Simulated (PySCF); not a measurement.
Isomers of C6H4N2S, one GFN2-xTB conformer each. Single-point energies are computed at PBE0/def2-SVPD (PySCF, gas phase, no added dispersion term), electronic only.

| SMILES | GFN2-xTB relative energy (kJ/mol) |
| --- | --- |
| c1ccc2nsnc2c1 | 0.0 |
| [H]/N=C\c1ccc(C#N)s1 | 201.6 |

Conformers: `[H]/[N:8]=[CH:7]\[c:6]1[cH:5][cH:4][c:3]([C:2]#[N:1])[s:9]1` with C5–C6–C7–N8 180°.

Task: What does PBE0/def2-SVPD give for the same structures?

Result: 
```csv
SMILES,PBE0/def2-SVPD E (Eh),PBE0/def2-SVPD (kJ/mol),GFN2-xTB (kJ/mol),point group
c1ccc2nsnc2c1,-737.83824,0.0,0.0,C2v
[H]/N=C\c1ccc(C#N)s1,-737.80331,91.7,201.6,Cs
```

Both levels put the same isomer lowest. As drawn, the higher has a C≡N group, a C=N bond and an N–H bond, which the lower lacks.

Task: Which frontier levels, dipoles and rotational constants go with these structures?

Result: 
```json
{"SMILES": "c1ccc2nsnc2c1", "HOMO (eV, PBE0/def2-SVPD)": "-7.17", "LUMO (eV)": "-2.50", "dipole (D)": "1.83", "A, B, C (MHz)": "3869, 1250, 945.0"}
{"SMILES": "[H]/N=C\\c1ccc(C#N)s1", "HOMO (eV, PBE0/def2-SVPD)": "-7.66", "LUMO (eV)": "-2.79", "dipole (D)": "3.19", "A, B, C (MHz)": "4109, 889.3, 731.1"}
```
